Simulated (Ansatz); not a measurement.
The first iterations of a band of CH4BNO (8 atoms, charge 0, multiplicity 1).

Level of theory: RKS B3LYP-D4/6-31G* (Ansatz).

```json
{
  "movable images": "7",
  "climbing image": "yes",
  "spring": "5.0 eV/Å²",
  "optimiser": "quadratic models (default)",
  "start path": "IDPP",
  "force threshold": "0.03 eV/Å",
  "iteration limit": "53",
  "end points": "relaxed"
}
```

Image 0:

```xyz
8
Properties=species:S:1:pos:R:3
N -0.878 1.213 -0.284
B -0.092 0.071 -0.190
C 0.769 -0.979 0.484
O 0.381 -0.918 -0.983
H -1.290 1.521 -1.154
H -1.085 1.802 0.508
H 0.353 -1.853 0.986
H 1.842 -0.857 0.634
```

Image 8:

```xyz
8
Properties=species:S:1:pos:R:3
N -0.878 1.213 -0.283
B -0.092 0.071 -0.191
C 0.769 -0.979 0.484
O 0.381 -0.918 -0.984
H -1.085 1.802 0.508
H -1.290 1.522 -1.153
H 0.353 -1.854 0.985
H 1.842 -0.858 0.633
```

| iteration | highest image above the first end (eV) | largest band force component (eV/Å) |
| --- | --- | --- |
| 1 | 0.872 | 1.303 |
| 2 | 0.828 | 0.619 |
| 3 | 0.811 | 0.190 |
| 4 | 0.807 | 0.151 |

**Question.** Does the band converge within its limit, and where does its top end?

**Answer.** It converged. It ended after 14 iterations with the highest image 0.697 eV above the first end. A vibrational analysis at the climbing image gives one clearly imaginary mode, 441i cm⁻¹: a first-order saddle point.

The run took 5.4 min on 1 thread of Intel(R) Xeon(R) Processor @ 2.70GHz (shared host), peak memory 0.14 GiB.
